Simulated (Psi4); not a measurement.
C5H16GeSi, singlet, at a GFN2-xTB geometry, atoms displaced at random by about 0.08 Å a coordinate; Psi4 with PBE0/STO-3G, gradient.

Here is a job for Psi4.
```
memory 2 GB

molecule {
0 1
Si    1.50676256   -0.36314314   -0.60174094
C     2.19113299    1.57527948   -0.55300352
C     2.40398979   -1.22527758    0.69800672
Ge   -0.71032766    0.10944017    0.04390118
C    -1.74113279    1.12614333   -1.26166085
C    -1.56555921   -1.81333948    0.18499221
C    -1.07095491    0.88008721    1.72340447
H     1.54424644   -0.68632824   -2.03877378
H     3.40969711    1.52086068   -0.75124450
H     2.36768387    2.06270321    0.43574173
H     1.76052439    2.25722856   -1.28693996
H     1.94700834   -2.17953145    0.46363854
H     3.52005357   -1.48863256    0.18111439
H     2.27719228   -0.98859638    1.72429797
H    -1.53549332    2.14751498   -1.21238848
H    -2.96088733    1.09564175   -1.01962699
H    -1.72664509    0.57226576   -2.21442312
H    -2.57912103   -1.67709661    0.26681550
H    -1.32972229   -2.42624470    0.85938833
H    -1.52418586   -2.34677914   -0.78623310
H    -2.12348374    0.81539356    1.98952499
H    -0.59343449    0.26650801    2.60432878
H    -0.54928797    1.83924880    1.79201081
symmetry c1
no_reorient
no_com
}

set {
  basis sto-3g
}

gradient('pbe0')
print_variables()
```

Question: Write the output that Psi4 gives for this input, abridged.

Answer: 
```
gradient() will perform analytic gradient computation.

   => Loading Basis Set <=

    Name: STO-3G
    Role: ORBITAL
    Keyword: BASIS

         ---------------------------------------------------------
                                   SCF
               by Justin Turney, Rob Parrish, Andy Simmonett
                          and Daniel G. A. Smith
                              RKS Reference
         ---------------------------------------------------------

  ==> Geometry <==

    Molecular point group: c1
    Full point group: C1

    Geometry (in Angstrom), charge = 0, multiplicity = 1:

       Center              X                  Y                   Z               Mass
    ------------   -----------------  -----------------  -----------------  -----------------
         SI           1.506762560000    -0.363143140000    -0.601740940000    27.976926534650
         C            2.191132990000     1.575279480000    -0.553003520000    12.000000000000
         C            2.403989790000    -1.225277580000     0.698006720000    12.000000000000
         GE          -0.710327660000     0.109440170000     0.043901180000    73.921177761000
         C           -1.741132790000     1.126143330000    -1.261660850000    12.000000000000
         C           -1.565559210000    -1.813339480000     0.184992210000    12.000000000000
         C           -1.070954910000     0.880087210000     1.723404470000    12.000000000000
         H            1.544246440000    -0.686328240000    -2.038773780000     1.007825032230
         H            3.409697110000     1.520860680000    -0.751244500000     1.007825032230
         H            2.367683870000     2.062703210000     0.435741730000     1.007825032230
         H            1.760524390000     2.257228560000    -1.286939960000     1.007825032230
         H            1.947008340000    -2.179531450000     0.463638540000     1.007825032230
         H            3.520053570000    -1.488632560000     0.181114390000     1.007825032230
         H            2.277192280000    -0.988596380000     1.724297970000     1.007825032230
         H           -1.535493320000     2.147514980000    -1.212388480000     1.007825032230
         H           -2.960887330000     1.095641750000    -1.019626990000     1.007825032230
         H           -1.726645090000     0.572265760000    -2.214423120000     1.007825032230
         H           -2.579121030000    -1.677096610000     0.266815500000     1.007825032230
[...]
  @DF-RKS Final Energy: -2536.39310795380243
    Total Energy =                      -2536.3931079538028825
[...]
    Pruning Scheme         =           NONE
    Nuclear Scheme         =       TREUTLER

    Blocking Scheme        =         OCTREE
    BS radius alpha        =              1
    Pruning alpha          =              1
    Radial Points          =             75
    Spherical Points       =            302
    Total Points           =         483237
    Total Blocks           =           3519
    Max Points             =            256
    Max Functions          =             63
    Weights Tolerance      =       1.00E-15

  -Total Gradient:
     Atom            X                  Y                   Z
    ------   -----------------  -----------------  -----------------
       1        0.031858245453    -0.147423407466     0.007160341557
       2       -0.103969766646     0.051861371544    -0.004424697753
       3       -0.081420479143     0.074739391868     0.097125952355
       4        0.029944675370     0.058459336007    -0.000822416292
       5        0.093401736695     0.084338711341    -0.040487150540
       6       -0.001334691291    -0.145722458705     0.170666382906
       7       -0.052756112075     0.052545891228    -0.033373701939
       8       -0.007474144518     0.012181047983    -0.016928002373
       9        0.073213453399     0.001444315319     0.011194317852
      10        0.035047425728     0.007613698835     0.005056560130
      11        0.003160614002    -0.003005821601    -0.000234285784
      12        0.003958733086     0.025186338385    -0.025592158318
      13        0.063988218342    -0.030123285729    -0.058126516414
      14       -0.008604069837    -0.012422461401    -0.022459886093
      15       -0.020061780094    -0.044276202997     0.018009459985
      16       -0.078975474700     0.001966102034     0.005268264518
      17       -0.011656321452    -0.023722568152     0.005524703652
      18        0.066687240075    -0.015244984452    -0.012860602192
      19       -0.063743756898     0.111358862783    -0.138895218686
      20       -0.013156703210    -0.006723873718    -0.008224134318
      21        0.007403719014    -0.020932307697     0.005577412450
      22        0.014413384192    -0.021852599899     0.041666010581
      23        0.020006211212    -0.010178003017    -0.004827635867

  Variable Map:
  ----------------------------------------------------------------------------
[...]
  Array Variable Map:
  ----------------------------------------------------------------------------
[...]
[...]
```
